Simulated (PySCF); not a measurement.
Al(GeH3)(Me)2 (C₂H₉AlGe), SMILES [Al]([CH3])([CH3])[GeH3]. Atoms are numbered in the order given.

```xyz
13

Al     0.7933     0.7074     0.0906
Ge    -1.0566    -0.9438    -0.1396
H     -0.6325    -2.4130     0.1134
H     -2.2027    -0.6642     0.8706
H     -1.7312    -0.9230    -1.5358
C      0.6521     2.4709    -0.7602
H      1.5515     2.6880    -1.3644
H      0.6054     3.2608     0.0124
H     -0.2300     2.5875    -1.4092
C      2.3637     0.2227     1.1649
H      3.1147     1.0272     1.2278
H      2.8610    -0.6728     0.7504
H      2.0680    -0.0460     2.1951
```

The structure is a stationary point at B3LYP-D3(BJ)/def2-SVP.

Computed with PBE/def2-TZVP run with PySCF.

Atomic charges (e):

```json
[
 {"atom": "Al1", "Mulliken": "(withheld)", "meta-Löwdin": "0.69"},
 {"atom": "Ge2", "Mulliken": "(withheld)", "meta-Löwdin": "-0.08"},
 {"atom": "H3", "Mulliken": "-0.01", "meta-Löwdin": "-0.03"},
 {"atom": "H4", "Mulliken": "-0.01", "meta-Löwdin": "-0.03"},
 {"atom": "H5", "Mulliken": "-0.01", "meta-Löwdin": "-0.03"},
 {"atom": "C6", "Mulliken": "(withheld)", "meta-Löwdin": "-0.65"},
 {"atom": "H7", "Mulliken": "0.14", "meta-Löwdin": "0.13"},
 {"atom": "H8", "Mulliken": "0.13", "meta-Löwdin": "0.13"},
 {"atom": "H9", "Mulliken": "0.14", "meta-Löwdin": "0.13"},
 {"atom": "C10", "Mulliken": "(withheld)", "meta-Löwdin": "-0.65"},
 {"atom": "H11", "Mulliken": "0.14", "meta-Löwdin": "0.13"},
 {"atom": "H12", "Mulliken": "0.14", "meta-Löwdin": "0.13"},
 {"atom": "H13", "Mulliken": "0.14", "meta-Löwdin": "0.13"}
]
```

Problem. Complete the blanks. (An estimate is asked for; the answer gives what the named calculation found.)

Solution. 
- Al1, Mulliken: 0.49
- Ge2, Mulliken: -0.17
- C6, Mulliken: -0.56
- C10, Mulliken: -0.56
